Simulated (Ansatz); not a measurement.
Ansatz (a first-principles code) input for C3H9NSi2, SMILES C#C[C@H](N)[SiH2][SiH3], PBE-D3(BJ)/def2-SVP. 

Ansatz 0.2 input:
```yaml
crystal:
  periodic: [false, false, false]
  atoms:
    - {symbol: C, position_ang: [-2.12834801, -0.87068184, 1.30366762]}
    - {symbol: C, position_ang: [-1.65712964, -0.27647764, 0.35738486]}
    - {symbol: C, position_ang: [-0.99636715, 0.38328167, -0.76401008]}
    - {symbol: N, position_ang: [-1.64805311, 0.07769449, -2.04857240]}
    - {symbol: Si, position_ang: [0.87995298, -0.07920007, -0.70744400]}
    - {symbol: Si, position_ang: [1.82950217, 0.34918878, 1.40152264]}
    - {symbol: H, position_ang: [-2.56466915, -1.38191599, 2.14054175]}
    - {symbol: H, position_ang: [-1.06178419, 1.47538836, -0.60411995]}
    - {symbol: H, position_ang: [-1.15248788, 0.54629941, -2.80754072]}
    - {symbol: H, position_ang: [-1.59374815, -0.92405950, -2.23759254]}
    - {symbol: H, position_ang: [1.56886216, 0.71216414, -1.77541699]}
    - {symbol: H, position_ang: [0.99481645, -1.52547319, -1.06318800]}
    - {symbol: H, position_ang: [1.33778612, -0.63818755, 2.40419016]}
    - {symbol: H, position_ang: [3.32015341, 0.27215611, 1.33834016]}
    - {symbol: H, position_ang: [1.44613972, 1.72319184, 1.84543732]}
basis:
  gaussian:
    orbitals: def2-SVP
hamiltonian:
  xc: pbe
  dispersion: d3bj
relax: {f_tol: 0.002, max_steps: 200}
```

Output:

```
WARN ansatz: RAYON_NUM_THREADS=2 ignored (pool sized by the plan → 2); use --threads N
Functional definition: PBE
integrals: 0.09 GiB planned
1560 factors; their error is unknown
mean field: 0.47 GiB planned
mean field evaluation 1: about -20467.1284 eV, gradient 6.4e1 eV
mean field evaluation 2: about -20429.8182 eV, gradient 1.3e2 eV
mean field evaluation 4: about -20476.6479 eV, gradient 1.9e1 eV
mean field evaluation 8: about -20477.5535 eV, gradient 1.4e-1 eV
mean field evaluation 16: about -20477.4494 eV, gradient 2.5e-3 eV
mean field -20477.44939899 eV, -752.5323852993 hartree, gradient 6.1e-5 eV, S^2 0.000000; 0 other end points of the search recorded, 0 dependent functions left out
the calculation of the forces begins
reference -20477.44944258 eV, -752.5323869009 hartree; 31, 31 occupied and 106, 106 virtual orbitals, 1560 factors
relax step   1: F+E_penalty+E_count = -20477.83633572 eV  Δ(F+E_penalty+E_count) = +0.000e0 eV  max|allowed force component| = 9.021e-1 eV/Å  Δτ_max = 0.0000 Å  (30 SCF iters, accepted)
these checks for a lower state are left out or cut short: starts, cluster_reference, orbital_swaps, neighbouring_geometries, increment
integrals: 0.09 GiB planned
1560 factors; their error is unknown
mean field: 0.47 GiB planned
mean field -20477.47110301 eV, -752.5331829072 hartree, gradient 8.3e-6 eV, S^2 0.000000; 0 other end points of the search recorded, 0 dependent functions left out
the calculation of the forces begins
reference -20477.47114678 eV, -752.5331845159 hartree; 31, 31 occupied and 106, 106 virtual orbitals, 1560 factors
relax step   2: F+E_penalty+E_count = -20477.85626015 eV  Δ(F+E_penalty+E_count) = -1.992e-2 eV  max|allowed force component| = 1.100e-1 eV/Å  Δτ_max = 0.0270 Å  (33 SCF iters, accepted)
these checks for a lower state are left out or cut short: starts, cluster_reference, orbital_swaps, neighbouring_geometries, increment
integrals: 0.09 GiB planned
1560 factors; their error is unknown
mean field: 0.47 GiB planned
mean field evaluation 32: about -20477.4724 eV, gradient 1.9e-3 eV
mean field -20477.47237207 eV, -752.5332295441 hartree, gradient 8.3e-6 eV, S^2 0.000000; 0 other end points of the search recorded, 0 dependent functions left out
the calculation of the forces begins
reference -20477.47241584 eV, -752.5332311528 hartree; 31, 31 occupied and 106, 106 virtual orbitals, 1560 factors
relax step   3: F+E_penalty+E_count = -20477.85769273 eV  Δ(F+E_penalty+E_count) = -1.433e-3 eV  max|allowed force component| = 3.870e-2 eV/Å  Δτ_max = 0.0116 Å  (33 SCF iters, accepted)
these checks for a lower state are left out or cut short: starts, cluster_reference, orbital_swaps, neighbouring_geometries, increment
integrals: 0.09 GiB planned
1560 factors; their error is unknown
mean field: 0.47 GiB planned
mean field -20477.47205434 eV, -752.5332178680 hartree, gradient 8.3e-6 eV, S^2 0.000000; 0 other end points of the search recorded, 0 dependent functions left out
the calculation of the forces begins
reference -20477.47209808 eV, -752.5332194752 hartree; 31, 31 occupied and 106, 106 virtual orbitals, 1560 factors
relax step   4: F+E_penalty+E_count = -20477.85762436 eV  Δ(F+E_penalty+E_count) = +6.837e-5 eV  max|allowed force component| = 9.928e-2 eV/Å  Δτ_max = 0.0110 Å  (33 SCF iters, rejected (line search))
these checks for a lower state are left out or cut short: starts, cluster_reference, orbital_swaps, neighbouring_geometries, increment
integrals: 0.09 GiB planned
1560 factors; their error is unknown
mean field: 0.47 GiB planned
mean field -20477.47275678 eV, -752.5332436822 hartree, gradient 8.4e-6 eV, S^2 0.000000; 0 other end points of the search recorded, 0 dependent functions left out
the calculation of the forces begins
reference -20477.47280055 eV, -752.5332452908 hartree; 31, 31 occupied and 106, 106 virtual orbitals, 1560 factors
relax step   5: F+E_penalty+E_count = -20477.85799081 eV  Δ(F+E_penalty+E_count) = -2.981e-4 eV  max|allowed force component| = 1.419e-2 eV/Å  Δτ_max = 0.0054 Å  (33 SCF iters, accepted)
these checks for a lower state are left out or cut short: starts, cluster_reference, orbital_swaps, neighbouring_geometries, increment
integrals: 0.09 GiB planned
1560 factors; their error is unknown
mean field: 0.47 GiB planned
mean field -20477.47284788 eV, -752.5332470300 hartree, gradient 2.7e-5 eV, S^2 0.000000; 0 other end points of the search recorded, 0 dependent functions left out
the calculation of the forces begins
reference -20477.47289165 eV, -752.5332486387 hartree; 31, 31 occupied and 106, 106 virtual orbitals, 1560 factors
relax step   6: F+E_penalty+E_count = -20477.85802472 eV  Δ(F+E_penalty+E_count) = -3.391e-5 eV  max|allowed force component| = 7.030e-3 eV/Å  Δτ_max = 0.0040 Å  (23 SCF iters, accepted)
these checks for a lower state are left out or cut short: starts, cluster_reference, orbital_swaps, neighbouring_geometries, increment
integrals: 0.09 GiB planned
1560 factors; their error is unknown
mean field: 0.47 GiB planned
mean field -20477.47294562 eV, -752.5332506217 hartree, gradient 1.9e-5 eV, S^2 0.000000; 0 other end points of the search recorded, 0 dependent functions left out
the calculation of the forces begins
reference -20477.47298939 eV, -752.5332522305 hartree; 31, 31 occupied and 106, 106 virtual orbitals, 1560 factors
relax step   7: F+E_penalty+E_count = -20477.85805225 eV  Δ(F+E_penalty+E_count) = -2.753e-5 eV  max|allowed force component| = 7.877e-3 eV/Å  Δτ_max = 0.0060 Å  (23 SCF iters, accepted)
these checks for a lower state are left out or cut short: starts, cluster_reference, orbital_swaps, neighbouring_geometries, increment
integrals: 0.09 GiB planned
1560 factors; their error is unknown
mean field: 0.47 GiB planned
mean field evaluation 64: about -20477.4731 eV, gradient 1.1e-4 eV
mean field -20477.47312611 eV, -752.5332572549 hartree, gradient 8.4e-6 eV, S^2 0.000000; 0 other end points of the search recorded, 0 dependent functions left out
the calculation of the forces begins
reference -20477.47316991 eV, -752.5332588642 hartree; 31, 31 occupied and 106, 106 virtual orbitals, 1560 factors
relax step   8: F+E_penalty+E_count = -20477.85808447 eV  Δ(F+E_penalty+E_count) = -3.222e-5 eV  max|allowed force component| = 1.102e-2 eV/Å  Δτ_max = 0.0131 Å  (33 SCF iters, accepted)
these checks for a lower state are left out or cut short: starts, cluster_reference, orbital_swaps, neighbouring_geometries, increment
integrals: 0.09 GiB planned
1560 factors; their error is unknown
mean field: 0.47 GiB planned
mean field -20477.47326502 eV, -752.5332623594 hartree, gradient 8.4e-6 eV, S^2 0.000000; 0 other end points of the search recorded, 0 dependent functions left out
the calculation of the forces begins
reference -20477.47330882 eV, -752.5332639690 hartree; 31, 31 occupied and 106, 106 virtual orbitals, 1560 factors
relax step   9: F+E_penalty+E_count = -20477.85811787 eV  Δ(F+E_penalty+E_count) = -3.340e-5 eV  max|allowed force component| = 1.462e-2 eV/Å  Δτ_max = 0.0158 Å  (33 SCF iters, accepted)
these checks for a lower state are left out or cut short: starts, cluster_reference, orbital_swaps, neighbouring_geometries, increment
integrals: 0.09 GiB planned
1560 factors; their error is unknown
mean field: 0.47 GiB planned
mean field -20477.47337806 eV, -752.5332665136 hartree, gradient 8.4e-6 eV, S^2 0.000000; 0 other end points of the search recorded, 0 dependent functions left out
the calculation of the forces begins
reference -20477.47342186 eV, -752.5332681234 hartree; 31, 31 occupied and 106, 106 virtual orbitals, 1560 factors
relax step  10: F+E_penalty+E_count = -20477.85814357 eV  Δ(F+E_penalty+E_count) = -2.570e-5 eV  max|allowed force component| = 6.068e-3 eV/Å  Δτ_max = 0.0146 Å  (33 SCF iters, accepted)
these checks for a lower state are left out or cut short: starts, cluster_reference, orbital_swaps, neighbouring_geometries, increment
integrals: 0.09 GiB planned
1560 factors; their error is unknown
mean field: 0.47 GiB planned
mean field -20477.47343272 eV, -752.5332685224 hartree, gradient 8.4e-6 eV, S^2 0.000000; 0 other end points of the search recorded, 0 dependent functions left out
the calculation of the forces begins
reference -20477.47347652 eV, -752.5332701319 hartree; 31, 31 occupied and 106, 106 virtual orbitals, 1560 factors
relax step  11: F+E_penalty+E_count = -20477.85814080 eV  Δ(F+E_penalty+E_count) = +2.773e-6 eV  max|allowed force component| = 1.160e-2 eV/Å  Δτ_max = 0.0154 Å  (33 SCF iters, rejected (line search))
these checks for a lower state are left out or cut short: starts, cluster_reference, orbital_swaps, neighbouring_geometries, increment
integrals: 0.09 GiB planned
1560 factors; their error is unknown
mean field: 0.47 GiB planned
mean field -20477.47341403 eV, -752.5332678357 hartree, gradient 2.6e-5 eV, S^2 0.000000; 0 other end points of the search recorded, 0 dependent functions left out
the calculation of the forces begins
reference -20477.47345783 eV, -752.5332694452 hartree; 31, 31 occupied and 106, 106 virtual orbitals, 1560 factors
relax step  12: F+E_penalty+E_count = -20477.85816362 eV  Δ(F+E_penalty+E_count) = -2.005e-5 eV  max|allowed force component| = 4.609e-3 eV/Å  Δτ_max = 0.0077 Å  (23 SCF iters, accepted)
these checks for a lower state are left out or cut short: starts, cluster_reference, orbital_swaps, neighbouring_geometries, increment
integrals: 0.09 GiB planned
1560 factors; their error is unknown
mean field: 0.47 GiB planned
mean field evaluation 96: about -20477.4733 eV, gradient 1.4e-1 eV
mean field -20477.47344071 eV, -752.5332688161 hartree, gradient 1.9e-5 eV, S^2 0.000000; 0 other end points of the search recorded, 0 dependent functions left out
the calculation of the forces begins
reference -20477.47348450 eV, -752.5332704254 hartree; 31, 31 occupied and 106, 106 virtual orbitals, 1560 factors
relax step  13: F+E_penalty+E_count = -20477.85816891 eV  Δ(F+E_penalty+E_count) = -5.282e-6 eV  max|allowed force component| = 4.609e-3 eV/Å  Δτ_max = 0.0064 Å  (23 SCF iters, accepted)
these checks for a lower state are left out or cut short: starts, cluster_reference, orbital_swaps, neighbouring_geometries, increment
integrals: 0.09 GiB planned
1560 factors; their error is unknown
mean field: 0.47 GiB planned
mean field -20477.47347682 eV, -752.5332701429 hartree, gradient 1.0e-5 eV, S^2 0.000000; 0 other end points of the search recorded, 0 dependent functions left out
the calculation of the forces begins
reference -20477.47352061 eV, -752.5332717523 hartree; 31, 31 occupied and 106, 106 virtual orbitals, 1560 factors
relax step  14: F+E_penalty+E_count = -20477.85817072 eV  Δ(F+E_penalty+E_count) = -1.810e-6 eV  max|allowed force component| = 4.037e-3 eV/Å  Δτ_max = 0.0037 Å  (23 SCF iters, accepted)
these checks for a lower state are left out or cut short: starts, cluster_reference, orbital_swaps, neighbouring_geometries, increment
integrals: 0.09 GiB planned
1560 factors; their error is unknown
mean field: 0.47 GiB planned
mean field -20477.47350037 eV, -752.5332710087 hartree, gradient 2.5e-5 eV, S^2 0.000000; 0 other end points of the search recorded, 0 dependent functions left out
the calculation of the forces begins
reference -20477.47354417 eV, -752.5332726181 hartree; 31, 31 occupied and 106, 106 virtual orbitals, 1560 factors
relax step  15: F+E_penalty+E_count = -20477.85817194 eV  Δ(F+E_penalty+E_count) = -1.221e-6 eV  max|allowed force component| = 1.684e-3 eV/Å  Δτ_max = 0.0029 Å  (22 SCF iters, accepted)
integrals: 0.09 GiB planned
1560 factors; their error is unknown
mean field: 0.47 GiB planned
mean field evaluation 128: about -20477.4735 eV, gradient 6.6e-3 eV
mean field -20477.47350037 eV, -752.5332710087 hartree, gradient 2.4e-5 eV, S^2 0.000000; 1 other end points of the search recorded, 0 dependent functions left out
the calculation of the forces begins
reference -20477.47354417 eV, -752.5332726181 hartree; 31, 31 occupied and 106, 106 virtual orbitals, 1560 factors
Total energy: -20477.85821573 eV, -752.5474090373 hartree
Atom 0 at    -2.139501    -0.898306     1.302367 Å, force    -0.001678     0.001272    -0.000403 eV/Å
Atom 1 at    -1.672617    -0.283706     0.351679 Å, force     0.001662    -0.001646     0.000785 eV/Å
Atom 2 at    -1.021369     0.388523    -0.766154 Å, force    -0.000210     0.001684    -0.000427 eV/Å
Atom 3 at    -1.653108     0.078670    -2.060947 Å, force    -0.000642     0.000450     0.000759 eV/Å
Atom 4 at     0.868727    -0.067548    -0.695682 Å, force    -0.001370     0.000014    -0.000524 eV/Å
Atom 5 at     1.847736     0.358037     1.403239 Å, force     0.000128    -0.000155    -0.000117 eV/Å
Atom 6 at    -2.574273    -1.422600     2.141372 Å, force     0.000320    -0.000644     0.000394 eV/Å
Atom 7 at    -1.091967     1.488363    -0.602659 Å, force    -0.000199    -0.000458    -0.000074 eV/Å
Atom 8 at    -1.134187     0.550133    -2.813559 Å, force     0.000589     0.000129    -0.000569 eV/Å
Atom 9 at    -1.574325    -0.930255    -2.247789 Å, force     0.000251    -0.000604    -0.000175 eV/Å
Atom 10 at     1.560607     0.724185    -1.780839 Å, force     0.000786     0.000470    -0.000056 eV/Å
Atom 11 at     0.977786    -1.527545    -1.053920 Å, force     0.000106    -0.000508     0.000499 eV/Å
Atom 12 at     1.314624    -0.599708     2.432754 Å, force    -0.000076    -0.000410     0.000131 eV/Å
Atom 13 at     3.346934     0.220430     1.341050 Å, force     0.000673    -0.000104    -0.000056 eV/Å
Atom 14 at     1.519559     1.764696     1.832287 Å, force    -0.000342     0.000509    -0.000167 eV/Å
Dipole moment:     0.123705    -0.034625    -0.140217 e Å
```

The run converged.

Cost: around 60 core-seconds (rough).
